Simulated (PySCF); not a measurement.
Steps of a relaxation of [Tl(H2O)2]3+

[Tl(H2O)2]3+ (singlet). PySCF 2.14.0, RKS PBE0, Tl def2-SVP with ECP60, O def2-SVP, H def2-SVP; non-relativistic Hamiltonian with scalar-relativistic core potentials where named; density fitting; no spin-orbit coupling. Origin of the start: displaced along the imaginary mode. Columns: position (Å) and force (eV/Å). Energies are counted from the last step; some of the 7 steps are shown. Forces carry noise of the integration grid, about 0.01 to 0.03 eV/Å.

Run from Python with OMP_NUM_THREADS=2. Where DIIS fails, smearing, a level shift and second-order steps follow.
It took 14 s on 2 threads of AMD EPYC 9R14 (Zen 4) (shared host), from the converged density of the start.

```xyz
7
step 0  E = 0.102 eV
Tl   -0.0011   -0.0043    0.0000     0.00   -0.09    0.13
O    -0.0131    0.0375    2.0669     0.17   -0.13    0.92
H     0.7113    0.5036    2.6183    -0.40   -0.23   -0.37
H    -0.4735   -0.6812    2.6297     0.23    0.41   -0.38
O     0.0359    0.0503   -2.0669    -0.79   -0.74   -2.11
H     0.4070   -0.7601   -2.6273    -0.32    1.11    0.91
H    -0.7778    0.4247   -2.6206     1.11   -0.32    0.90
```

```xyz
7
step 2  E = 0.002 eV
Tl   -0.0131   -0.0395   -0.0003     0.00   -0.04   -0.02
O    -0.0100    0.0343    2.0786    -0.01    0.04    0.00
H     0.7075    0.5107    2.5997     0.01    0.01   -0.01
H    -0.4676   -0.6655    2.6374    -0.01   -0.02    0.02
O    -0.0039    0.0094   -2.0860     0.02    0.05    0.13
H     0.4200   -0.7229   -2.6239     0.10   -0.12   -0.07
H    -0.7442    0.4440   -2.6055    -0.11    0.09   -0.05
```

```xyz
7
step 4  E = 0.000 eV
Tl   -0.0197   -0.0585    0.0000     0.01   -0.02    0.00
O    -0.0206    0.0435    2.0806     0.00    0.01    0.02
H     0.7129    0.5098    2.5893    -0.01   -0.01   -0.01
H    -0.4625   -0.6635    2.6449     0.00    0.01    0.00
O    -0.0102    0.0018   -2.0824     0.00    0.00   -0.02
H     0.4320   -0.7191   -2.6298    -0.02    0.02    0.01
H    -0.7432    0.4565   -2.6027     0.01   -0.01    0.01
```

Where does the relaxation end?

It converges at step 6 in C2:
```xyz
7
step 6  E = 0
Tl   -0.0175   -0.0734    0.0000
O    -0.0248    0.0470    2.0818
H     0.7147    0.5091    2.5850
H    -0.4639   -0.6583    2.6501
O    -0.0096    0.0016   -2.0825
H     0.4340   -0.7127   -2.6363
H    -0.7443    0.4572   -2.5982
```

How did the contacts change?


```tsv
contact	start (Å)	end (Å)
Tl1–O2 (H2O)	2.067	2.085
Tl1–O5 (H2O)	2.068	2.084
```
